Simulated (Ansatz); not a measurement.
# Nudged elastic band run: H8OSiSn

input.yaml

```yaml
crystal:
  periodic: [false, false, false]
  atoms:
    - { symbol: Sn, position_ang: [-0.636544, 1.150705, -0.417616] }
    - { symbol: O, position_ang: [0.016839, 0.306432, 1.28325] }
    - { symbol: H, position_ang: [-0.662831, -0.230682, 1.712208] }
    - { symbol: H, position_ang: [0.721948, 2.058794, -0.925898] }
    - { symbol: H, position_ang: [-2.001323, 2.143299, -0.063789] }
    - { symbol: H, position_ang: [-1.065105, -0.087731, -1.537827] }
    - { symbol: Si, position_ang: [2.010193, -3.347217, 1.853811] }
    - { symbol: H, position_ang: [0.99505, -4.44049, 1.808549] }
    - { symbol: H, position_ang: [3.00489, -3.56292, 0.76375] }
    - { symbol: H, position_ang: [2.708157, -3.385328, 3.171457] }
    - { symbol: H, position_ang: [1.339126, -2.029463, 1.671003] }
basis:
  gaussian: { orbitals: def2-SVP }
hamiltonian:
  xc: b3lyp
neb:
  order_check: false
  images: 5
  f_tol: 0.05
  max_iterations: 60
  final_atoms:
    - { symbol: Sn, position_ang: [0.55480444, 0.03966663, -0.3552415] }
    - { symbol: O, position_ang: [-0.89464233, -0.98541155, 2.31628602] }
    - { symbol: H, position_ang: [-1.24500046, -1.88701883, 2.31534095] }
    - { symbol: H, position_ang: [1.42364911, 0.50291488, -1.77870779] }
    - { symbol: H, position_ang: [0.52954422, 1.40550268, 0.68747195] }
    - { symbol: H, position_ang: [-1.04844317, -0.34054711, -0.84376481] }
    - { symbol: Si, position_ang: [1.69418015, -1.98729971, 0.78151506] }
    - { symbol: H, position_ang: [0.76487237, -3.1557434, 0.84849166] }
    - { symbol: H, position_ang: [2.91329317, -2.43106618, 0.03832643] }
    - { symbol: H, position_ang: [2.12113133, -1.65111405, 2.1736526] }
    - { symbol: H, position_ang: [-0.38298884, -0.93448436, 3.13552743] }
  initial_path:
    images:
      - { positions_ang: [[-0.636544, 1.150705, -0.417616], [0.016839, 0.306432, 1.28325], [-0.662831, -0.230682, 1.712208], [0.721948, 2.058794, -0.925898], [-2.001323, 2.143299, -0.063789], [-1.065105, -0.087731, -1.537827], [2.010193, -3.347217, 1.853811], [0.99505, -4.44049, 1.808549], [3.00489, -3.56292, 0.76375], [2.708157, -3.385328, 3.171457], [1.339126, -2.029463, 1.671003]] }
      - { positions_ang: [[-0.4217319, 0.77992704, -0.26386922], [-0.00589322, 0.17423326, 1.63859479], [-0.76365582, -0.28741602, 2.02354223], [1.03558626, 1.4026927, -0.78107599], [-1.6060999, 1.92159194, -0.20178049], [-0.96911977, -0.51075871, -1.23682413], [1.83216974, -2.96769432, 1.51609066], [0.88910352, -4.09783226, 1.41589163], [2.90381928, -3.14026198, 0.52646697], [2.41082005, -2.95415706, 2.86621498], [1.12540175, -1.7449256, 1.81564658]] }
      - { positions_ang: [[-0.2069198, 0.40914907, -0.11012244], [-0.02862544, 0.04203452, 1.99393957], [-0.86448063, -0.34415003, 2.33487646], [1.34922453, 0.74659139, -0.63625398], [-1.2108768, 1.69988489, -0.33977198], [-0.87313453, -0.93378641, -0.93582126], [1.65414647, -2.58817163, 1.17837031], [0.78315705, -3.75517451, 1.02323426], [2.80274856, -2.71760396, 0.28918394], [2.11348311, -2.52298611, 2.56097296], [0.9116775, -1.46038821, 1.96029016]] }
      - { positions_ang: [[0.00789229, 0.03837111, 0.04362434], [-0.05135765, -0.09016423, 2.34928436], [-0.96530545, -0.40088405, 2.64621068], [1.66286279, 0.09049009, -0.49143198], [-0.81565371, 1.47817783, -0.47776347], [-0.7771493, -1.35681412, -0.63481839], [1.47612321, -2.20864895, 0.84064997], [0.67721057, -3.41251677, 0.6305769], [2.70167784, -2.29494594, 0.05190091], [1.81614616, -2.09181517, 2.25573094], [0.69795325, -1.17585081, 2.10493373]] }
      - { positions_ang: [[0.19019634, 0.03880295, -0.08933094], [-0.33245254, -0.38858, 2.33828491], [-1.05853712, -0.89626231, 2.53592077], [1.5831249, 0.22796502, -0.92052392], [-0.3672544, 1.45395278, -0.08935166], [-0.86758059, -1.01805845, -0.7044672], [1.54880886, -2.13486587, 0.82093833], [0.70643117, -3.32692564, 0.70321515], [2.77221628, -2.34031935, 0.04737609], [1.91780788, -1.9449148, 2.22837149], [0.33763922, -1.09539533, 2.44846497]] }
      - { positions_ang: [[0.37250039, 0.03923479, -0.22228622], [-0.61354744, -0.68699578, 2.32728547], [-1.15176879, -1.39164057, 2.42563086], [1.50338701, 0.36543995, -1.34961585], [0.08114491, 1.42972773, 0.29906014], [-0.95801188, -0.67930278, -0.774116], [1.62149451, -2.06108279, 0.8012267], [0.73565177, -3.24133452, 0.7758534], [2.84275472, -2.38569276, 0.04285126], [2.01946961, -1.79801443, 2.20101205], [-0.02267481, -1.01493984, 2.7919962]] }
      - { positions_ang: [[0.55480444, 0.03966663, -0.3552415], [-0.89464233, -0.98541155, 2.31628602], [-1.24500046, -1.88701883, 2.31534095], [1.42364911, 0.50291488, -1.77870779], [0.52954422, 1.40550268, 0.68747195], [-1.04844317, -0.34054711, -0.84376481], [1.69418015, -1.98729971, 0.78151506], [0.76487237, -3.1557434, 0.84849166], [2.91329317, -2.43106618, 0.03832643], [2.12113133, -1.65111405, 2.1736526], [-0.38298884, -0.93448436, 3.13552743]] }
```

Run as:

```bash
$ ansatz run input.yaml --threads 2 --pin off --max-ram 3072MiB --backend cpu --events-out ev --progress --plain --runs-dir out
```

Output, in part (warnings, iteration lines, the closing report on the highest movable image, with atoms numbered from 0):

```
NEB end point (image 0): max|allowed force component| = 2.471e-2 eV/Å (the criterion of neb.relax_end_points is 1.000e-2)
NEB end point (image 6): max|allowed force component| = 2.865e-3 eV/Å (the criterion of neb.relax_end_points is 1.000e-2)
NEB iter   1: max|band force component| = 1.090e1 eV/Å  barrier→ = 3.5128 eV  barrier← = 3.7833 eV  Δτ_max = 0.2000 Å  (160 SCF iters)
NEB iter   2: max|band force component| = 1.588e0 eV/Å  barrier→ = 2.8503 eV  barrier← = 3.1209 eV  Δτ_max = 0.2000 Å  (134 SCF iters)
NEB iter   3: max|band force component| = 9.822e-1 eV/Å  barrier→ = 2.1499 eV  barrier← = 2.4204 eV  Δτ_max = 0.2000 Å  (127 SCF iters)
NEB iter   4: max|band force component| = 5.607e-1 eV/Å  barrier→ = 1.8284 eV  barrier← = 2.0990 eV  Δτ_max = 0.1978 Å  (126 SCF iters)
NEB iter   5: max|band force component| = 1.109e0 eV/Å  barrier→ = 1.7255 eV  barrier← = 1.9961 eV  Δτ_max = 0.1007 Å  (123 SCF iters)
NEB iter   6: max|band force component| = 9.023e-1 eV/Å  barrier→ = 1.6927 eV  barrier← = 1.9632 eV  Δτ_max = 0.0502 Å  (120 SCF iters)
NEB iter   7: max|band force component| = 3.937e-1 eV/Å  barrier→ = 1.6679 eV  barrier← = 1.9385 eV  CI = image 3  Δτ_max = 0.1001 Å  (115 SCF iters)
NEB iter   8: max|band force component| = 3.154e-1 eV/Å  barrier→ = 1.6398 eV  barrier← = 1.9104 eV  CI = image 3  Δτ_max = 0.1003 Å  (120 SCF iters)
NEB iter   9: max|band force component| = 1.693e-1 eV/Å  barrier→ = 1.6256 eV  barrier← = 1.8962 eV  CI = image 3  Δτ_max = 0.2000 Å  (116 SCF iters)
NEB iter  10: max|band force component| = 1.960e-1 eV/Å  barrier→ = 1.6244 eV  barrier← = 1.8950 eV  CI = image 3  Δτ_max = 0.1008 Å  (119 SCF iters)
NEB iter  11: max|band force component| = 1.748e-1 eV/Å  barrier→ = 1.6216 eV  barrier← = 1.8922 eV  CI = image 3  Δτ_max = 0.0499 Å  (119 SCF iters)
NEB iter  12: max|band force component| = 2.054e-1 eV/Å  barrier→ = 1.6191 eV  barrier← = 1.8896 eV  CI = image 3  Δτ_max = 0.0250 Å  (112 SCF iters)
NEB iter  13: max|band force component| = 1.825e-1 eV/Å  barrier→ = 1.6181 eV  barrier← = 1.8887 eV  CI = image 3  Δτ_max = 0.0251 Å  (112 SCF iters)
NEB iter  14: max|band force component| = 1.222e-1 eV/Å  barrier→ = 1.6170 eV  barrier← = 1.8876 eV  CI = image 3  Δτ_max = 0.0250 Å  (112 SCF iters)
NEB iter  15: max|band force component| = 4.697e-2 eV/Å  barrier→ = 1.6159 eV  barrier← = 1.8865 eV  CI = image 3  Δτ_max = 0.0492 Å  (110 SCF iters)
NEB iter  16: max|band force component| = 7.454e-2 eV/Å  barrier→ = 1.6144 eV  barrier← = 1.8850 eV  CI = image 3  Δτ_max = 0.0501 Å  (24 SCF iters)
NEB iter  17: max|band force component| = 8.445e-2 eV/Å  barrier→ = 1.6130 eV  barrier← = 1.8836 eV  CI = image 3  Δτ_max = 0.0250 Å  (112 SCF iters)
NEB iter  18: max|band force component| = 9.758e-2 eV/Å  barrier→ = 1.6124 eV  barrier← = 1.8829 eV  CI = image 3  Δτ_max = 0.0125 Å  (111 SCF iters)
NEB iter  19: max|band force component| = 7.839e-2 eV/Å  barrier→ = 1.6121 eV  barrier← = 1.8827 eV  CI = image 3  Δτ_max = 0.0125 Å  (107 SCF iters)
NEB iter  20: max|band force component| = 4.596e-2 eV/Å  barrier→ = 1.6119 eV  barrier← = 1.8824 eV  CI = image 3  Δτ_max = 0.0125 Å  (110 SCF iters)
NEB iter  21: max|band force component| = 4.596e-2 eV/Å  barrier→ = 1.6117 eV  barrier← = 1.8822 eV  CI = image 3  Δτ_max = 0.0000 Å  (139 SCF iters)
Total energy: -15882.37756667 eV, -583.6666101129 hartree
Atom 0 at     0.015654     0.112914    -0.131591 Å, force     0.002088    -0.001853    -0.005566 eV/Å
Atom 1 at    -0.042891     0.043360     2.050006 Å, force    -0.005257     0.018013     0.004595 eV/Å
Atom 2 at    -0.910685    -0.050253     2.487262 Å, force     0.000121    -0.004640    -0.001102 eV/Å
Atom 3 at     1.556963     0.697122    -0.565810 Å, force     0.001352     0.001881     0.003295 eV/Å
Atom 4 at    -1.161044     1.372557    -0.167086 Å, force    -0.001469    -0.000137     0.001450 eV/Å
Atom 5 at    -0.592921    -1.243872    -0.979373 Å, force     0.002111    -0.000127    -0.001776 eV/Å
Atom 6 at     1.525676    -2.475801     1.245088 Å, force    -0.001055     0.001288     0.002927 eV/Å
Atom 7 at     0.658218    -3.659395     0.911123 Å, force    -0.002527    -0.000559     0.003160 eV/Å
Atom 8 at     2.481363    -2.365748     0.085672 Å, force    -0.002349    -0.001388    -0.004643 eV/Å
Atom 9 at     2.380908    -2.914086     2.402949 Å, force     0.003501     0.001062    -0.000468 eV/Å
Atom 10 at     0.519158    -0.941396     1.980659 Å, force     0.003484    -0.013539    -0.001873 eV/Å
Dipole moment:    -0.625388     0.585287    -0.105760 e Å
```

The forces met the threshold. The band force fell under the threshold earlier too, but the program's further tests of the path sent the band on. Neighbouring images differ by up to 1.6 eV, so the band resolves the path poorly. A vibrational analysis at the climbing image gives one clearly imaginary mode, 857i cm⁻¹: a first-order saddle point. The orbitals stay closed-shell, which can raise the energy where a bond breaks towards radicals; this wasn't checked here.

Final band (atoms are numbered from 1 in the order of the input):

| image | path coordinate (Å) | energy (kcal/mol) | Sn1–O2 (Å) | Si7–H11 (Å) | Sn1–Si7 (Å) |
| --- | --- | --- | --- | --- | --- |
| 0 | 0.00 | 0.0 | 2.01 | 1.49 | 5.69 |
| 1 | 1.65 | 0.2 | 2.01 | 1.49 | 5.09 |
| 2 | 3.29 | 1.1 | 2.01 | 1.49 | 4.22 |
| 3 | 4.94 | 37.2 | 2.18 | 1.98 | 3.30 |
| 4 | 7.12 | -0.8 | 3.12 | 2.81 | 2.61 |
| 5 | 9.29 | -3.3 | 3.47 | 3.39 | 2.59 |
| 6 | 11.47 | -6.2 | 3.21 | 3.31 | 2.59 |

Run time: 110 s on 2 threads of AMD EPYC 9R45 96-Core Processor (Zen 5), on a shared host, peak memory 0.24 GiB.
